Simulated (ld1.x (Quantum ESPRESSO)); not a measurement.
Results of a calculation; reference values are marked as such.
**Potentials for boron (B) compared**

Generated with ld1.x 7.5 (TM, RRKJ, ultrasoft, PAW), atompaw 4.2 or ONCVPSP 4.0.1. The cutoff is in Ry: for ld1.x and atompaw files where the sum of valence levels is converged to 10 mRy in a Bessel basis, for ONCV files where the hardest occupied wave has 1 mHa per electron of residual kinetic energy. The error is the largest all-electron minus pseudo excitation energy over each file’s own four to seven test configurations (ionisations up to +4, promotions, holes and added fractions of an electron), all of which were solved. The labels leave out finer settings (local radius, basis sizes, second energies), which also bear on the numbers. Spin-polarised tests are not counted. The rows are a selection from randomly drawn settings: files with unsolved tests, undetermined cutoffs or missed reference levels are left out.

| potential | cutoff (Ry) | largest error (meV) | bound ghosts |
| --- | --- | --- | --- |
| TM, PBEsol, scalar-relativistic, rc 1.25/2.75 (sp), local smoothed, core correction no, reference 2s1.5 2p1.5 | 21 | +302 | none |
| TM, PBEsol, scalar-relativistic, rc 1.65/3.05/2.55 (spd), local d, core correction yes, reference 2s1 2p2 | 15 | +488 | none |
| TM semilocal, PBEsol, scalar-relativistic, rc 1.20/3.85/2.95 (spd), local p, core correction yes, reference 2s2 2p0.5 | 21 | +279 | none |
| ultrasoft, PBE, scalar-relativistic, rc 1.40/4.00 (sp), local smoothed, core correction no, reference 2s1.75 2p1.25 | 8 | -3742 | none |
| PAW, PBEsol, non-relativistic, rc 1.50/3.90/4.40 (spd), local smoothed, core correction yes, reference 2s2 2p1 | 6 | -7.9 | none |
| ultrasoft, LDA (PZ), scalar-relativistic, rc 1.70/2.90 (sp), local smoothed, core correction no, reference 2s2 2p1 | 6 | +98 | none |
| TM, PBE, non-relativistic, rc 1.25/2.05 (sp), local s, core correction no, reference 2s2 2p1 | 25 | +119 | none |

Task: Fill in the row for B: ultrasoft, LDA (PZ), scalar-relativistic, rc 1.65/2.70/2.35 (spd), local smoothed, core correction no, reference 2s2 2p0.75.

Result: cutoff 8 Ry, largest error +91 meV, bound ghosts: none.
